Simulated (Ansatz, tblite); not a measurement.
Removing an electron: the cluster GaSb2⁻. Charge -1, multiplicity 1. Geometry: B3LYP-D4/def2-TZVPD. Ansatz, gas phase; energy differences of separate SCF runs; the oxidised species was run as a doublet alone.

Cartesian coordinates in Å:
```
Ga -1.006 -1.209 -0.513
Sb -0.103 1.461 -0.573
Sb 1.110 -0.252 1.086
```

In the def2 sets Sb takes a core potential; there is no spin–orbit coupling. The xTB rows come from tblite. The structure comes from a short search, and lower isomers may exist.

```csv
level,−HOMO (eV),vertical IE (eV),−LUMO (eV),HOMO–LUMO gap (eV),remarks
GFN2-xTB,3.23,5.42,2.58,0.65,–
PBE-D4/def2-TZVPD,-0.18,2.07,-0.75,0.57,HOMO above zero (-1 singlet)
```

Q: Estimate the rows for r2SCAN-D4/def2-TZVPD, PBE0-D4/def2-TZVPD.

A: 
```json
{"level": "r2SCAN-D4/def2-TZVPD", "−HOMO (eV)": "0.00", "vertical IE (eV)": "2.12", "−LUMO (eV)": "-0.72", "HOMO–LUMO gap (eV)": "0.72"}
{"level": "PBE0-D4/def2-TZVPD", "−HOMO (eV)": "0.60", "vertical IE (eV)": "2.16", "−LUMO (eV)": "-1.34", "HOMO–LUMO gap (eV)": "1.94"}
```

  A HOMO above zero means that the electron is unbound at that level or that self-interaction error raises the level; the energy of removing that electron tells which. Raw xTB energy differences between charge states are shifted by several eV; the methods need an empirical correction for them.
